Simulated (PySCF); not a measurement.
## Working out the excitation energy of Co

Co [Ar] 3d7 4s2 (4F) → Co [Ar] 3d8 4s1 (4F). All numbers are calculated (PySCF 2.14, the spin-free X2C one-electron Hamiltonian (Gaussian nucleus), in aug-cc-pVDZ-DK). Frozen: [Ar]. Energies in hartree (1 hartree = 27.21139 eV):

```csv
part,Co (lower),Co (upper)
UHF,-1391.879283,-1391.808565
CCSD correlation,-0.223544,-0.259172
(T),-0.006909,-0.010539
```

Question: What does Hartree-Fock give?

Answer: (-1391.808565) − (-1391.879283) = 0.070718 hartree = 1.924 eV.

Question: What do CCSD and CCSD(T) give?

Answer: The CCSD correlation energies differ by -0.035628 hartree = -0.969 eV and the triples by -0.003630 hartree = -0.099 eV, so CCSD gives 0.955 eV and CCSD(T) 0.856 eV.

Measured between the centres of the two terms (NIST): 0.417 eV, so CCSD(T) (valence) is off by 0.439 eV.

A double-zeta basis recovers only part of the correlation energy.

What remains against the reference includes basis incompleteness, the frozen core and higher excitations.
